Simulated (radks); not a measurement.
Values are calculated unless marked as measured or tabulated.
Ionisation of Sn, [Kr] 4d10 5s2 5p2, to Sn+, [Kr] 4d10 5s2 5p1, under several functionals. Dirac Kohn-Sham, spin-unpolarised, spherical densities, finite nucleus; open shells are shared between the two j in proportion to 2j + 1; a radial shooting solver on a logarithmic mesh with Libxc functionals. Known Delta-SCF values: LDA (Slater exchange, Perdew-Zunger correlation) 7.112 eV; exchange-only B88 6.176 eV. What does Wu-Cohen GGA give, and what is its highest occupied eigenvalue?

Answer. 6.917 eV by Delta-SCF; the 5p3/2 eigenvalue is -3.564 eV. NIST: 7.344 eV (measured).

Beside tabulated values, note that spin-unpolarised runs miss the spin-polarisation part of the exchange energy of open shells.
